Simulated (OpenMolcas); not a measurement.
**K: effect of the level shift or regulariser**

```yaml
Program: OpenMolcas 26.06
Basis: ANO-RCC-VDZP [5s4p1d]
Scalar_Hamiltonian: DKH2, point nucleus
Active_space: 1 electron in 4 orbitals (4s 4p)
State_averaging: 2S+1 = 2 even, 1 root; 2S+1 = 2 odd, 3 roots
Spin-orbit_coupling: RASSI with atomic mean-field integrals over the reference wave functions, term energies averaged over their components
```

Methods on the same reference wave functions:
A. CASSCF
B. SS-CASPT2, IPEA 0.25 Eh, imaginary shift 0.1 Eh (closed shells correlated: 3s 3p)
C. SS-CASPT2, IPEA 0.25 Eh, real shift 0.2 Eh (closed shells correlated: 3s 3p)

Energies in cm-1 above 4s 2S 1/2, the measured ground level; measured values from NIST Handbook of Basic Atomic Spectroscopic Data.

| Level | A | B | C | Measured |
| --- | --- | --- | --- | --- |
| 4s 2S 1/2 | 0.0 | 0.0 | 0.0 | 0.0 |
| 4p 2P* 1/2 | 11537 | 12656 | 12648 | 12985 |
| 4p 2P* 3/2 | 11576 | 12694 | 12687 | 13043 |

Deviations, from unrounded energies. A percentage is the sum of absolute deviations over the sum of measured energies, with the sign that they share, or ± where signs differ.

```tsv
Against measurement	Levels	A	B	C
mean absolute deviation (cm-1)	2	1500	340	350
other configurations (%)	2	-11.2	-2.6	-2.7
```

B, C lie about equally close to measurement and A furthest from it. The largest miss of B in the table is 4p 2P* 3/2, by -350 cm-1. The ranking rests on the paired levels alone, and a cruder setting can come out closer through cancelling errors.

Between B and C the level of the table that moves most is 4p 2P* 1/2, by 7.1 cm-1 (lowest in C, highest in B).

The lowest spin-free term lies below A's lowest term by 0.167 hartree in B, 0.167 hartree in C.

ANO sets are built for ground and valence states and can reach diffuse excited orbitals poorly. With one active electron the reference holds no correlation, so core polarisation is missing (holds for A). With one active electron, CASPT2 adds the correlation within the correlated inactive shells and between them and that electron, and leaves the splitting within a term as the reference gives it (holds for B; C). Computed and measured levels are paired by configuration, term and J; levels that our copy of the source lacks, or whose pairing is in doubt (as where it misses far off the trend of its configuration), stay unpaired and out of the deviations. Only configurations of the active space appear.

* marks odd parity.
